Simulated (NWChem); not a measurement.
System: BeH₂; SMILES [BeH2]

```xyz
3

Be     0.0000     0.0000     0.0000
H      0.0000     0.0000     1.3303
H      0.0000     0.0000    -1.3303
```
Atoms are numbered in this order, from 1.

Computed with NWChem. All runs use the structure optimised with B3LYP/6-31G* (spherical d). Ions are spin-unrestricted doublets at the neutral geometry; other ion states weren't tried.

For level B3LYP/def2-SVP:

```yaml
vertical ionisation energy, ΔSCF (eV): 11.89
"−ε(HOMO) (eV)": 8.64
```

Estimate the same quantities for level PBE/def2-SVP.


| Item | Value |
|---|---|
| vertical ionisation energy, ΔSCF (eV) | 11.64 |
| −ε(HOMO) (eV) | 7.46 |
